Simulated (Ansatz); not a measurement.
`N#[C][GaH2]`, relaxed with RKS PBE-D4/def2-SVP in Ansatz from a rough embedded geometry. The force threshold is 0.03 eV/Å; the program also tests the step.

Total charge 0; spin multiplicity 1.

Start:

```xyz
5

N     1.904    0.023   -0.673
C     0.752    0.037   -0.271
Ga   -0.708    0.027    0.252
H    -0.594   -0.710    1.258
H    -1.354    0.622   -0.567
```

Question: How much energy does the relaxation release, and in how many steps? (An estimate is asked.)

Answer: Ansatz gave: 5.72 eV, in 7 steps, 1 of them rejected.

Question: Which bonds change most? (Estimate.)

Answer: The calculation gave: C2–Ga3 from 1.551 to 1.956 Å; Ga3–H5 from 1.201 to 1.566 Å; Ga3–H4 from 1.252 to 1.566 Å; N1–C2 from 1.220 to 1.176 Å.

Question: Give the relaxed structure. (Estimate.)

Answer: The calculation gave: 
```xyz
5

N     2.243    0.054   -0.822
C     1.139    0.027   -0.419
Ga   -0.697   -0.017    0.255
H    -0.925   -0.821    1.579
H    -1.761    0.757   -0.593
```
